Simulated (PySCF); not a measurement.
From one molecule to another.

First species: C6H10O2.
InChI=1S/C6H10O2/c7-4-6-2-1-3-8-5-6/h4,6H,1-3,5H2/t6-/m0/s1

Second species: C₃H₈O₃SSi.
SMILES: `O=S(=O)(O)C1C[SiH2]C1`

Levels: PBE0/def2-SVPD for HOMO energy, LUMO energy, HOMO–LUMO gap and static isotropic polarisability; TDDFT PBE0/def2-SVPD for lowest singlet excitation; TDA PBE0/def2-SVPD for lowest triplet excitation (Tamm–Dancoff). Geometries: GFN2-xTB. All species are isolated and taken at one optimised geometry, non-relativistic unless stated; the electronic structure was computed with PySCF and density fitting.

Dipoles, sizes and rotational constants follow the conformer. The torsions of the flexible species, by atom-mapped SMILES:
- `[O:1]=[S:2](=[O:3])([OH:4])[CH:5]1[CH2:6][SiH2:7][CH2:8]1`: O1–S2–C5–C6 57°, H–O4–S2–O1 -125°

The conformers of `O=C[C@@H]1CCCOC1` aren't listed.

Which of the two has the higher T1 energy, and by how much?

The second: 6.52 eV against 3.47 eV, a difference of 3.05 eV.

Which of the two has the higher HOMO–LUMO gap, and by how much?

The second: 8.45 eV against 6.31 eV, a difference of 2.14 eV.

Which of the two has the higher LUMO energy, and by how much?

The second: -0.07 eV against -0.88 eV, a difference of 0.81 eV.

Which has the higher HOMO energy?

The first: -7.19 eV against -8.52 eV, a difference of 1.33 eV.

Which has the higher S1 energy?

The second: 7.21 eV against 4.10 eV, a difference of 3.11 eV.

Which of the two has the higher static isotropic polarisability, and by how much?

The second: 87.0 au against 74.7 au, a difference of 12.3 au.

On the first: The vertical singlet–triplet gap S1 − T1 is 0.63 eV (TDDFT singlet less Tamm–Dancoff triplet; S1: HOMO→LUMO, weight 0.89; T1: HOMO→LUMO, weight 0.85). The principal polarisabilities are 69.0, 71.2 and 84.0 au; their mean is the isotropic value.

On the second: The polarisability is 12.90 Å³ as a volume (1 au = 0.148185 Å³), or 1.09 au for each of the 80 electrons. The 8 singlets span 7.21 to 7.88 eV, and their oscillator strengths add up to 0.19.
